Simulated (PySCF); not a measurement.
Ga(Me)(NH2) (CH5GaN), SMILES [CH3][Ga][NH2], multiplicity 2.

Geometry: PBE0-D3(BJ)/def2-SVP. The multiplicity is an assumed one; other spin states were not compared. The isomer is the one that the SMILES or the coordinates give; other isomers of the formula were not compared. One conformer was computed; it need not be the lowest.

The numbers are results of TDA-PBE/def2-SVPD run with PySCF, not measurements.

Vertical excitations. 

```tsv
state	energy (eV)	λ (nm)	f	main pairs
root 1	2.78	446	0.000	α HOMO→LUMO 15 %, β HOMO→LUMO 85 %
root 2	3.14	395	0.044	α HOMO→LUMO 84 %, β HOMO→LUMO 15 %
root 3	4.07	304	0.007	α HOMO→LUMO+1 90 %, β HOMO−1→LUMO 8 %
root 4	4.40	282	0.002	α HOMO−1→LUMO 63 %, β HOMO→LUMO+1 34 %
root 5	4.45	279	0.006	α HOMO→LUMO+2 23 %, α HOMO→LUMO+1 7 %, β HOMO−1→LUMO 67 %
root 6	4.69	264	0.159	α HOMO→LUMO+2 74 %, β HOMO−1→LUMO 18 %
root 7	5.33	233	0.169	α HOMO→LUMO+3 97 %
root 8	5.59	222	0.011	α HOMO→LUMO+4 98 %
root 9	5.60	222	0.005	α HOMO−1→LUMO+1 75 %, β HOMO→LUMO+2 23 %
root 10	5.84	212	0.144	α HOMO−1→LUMO 28 %, β HOMO→LUMO+1 53 %
```
Unrestricted roots are not spin-pure.
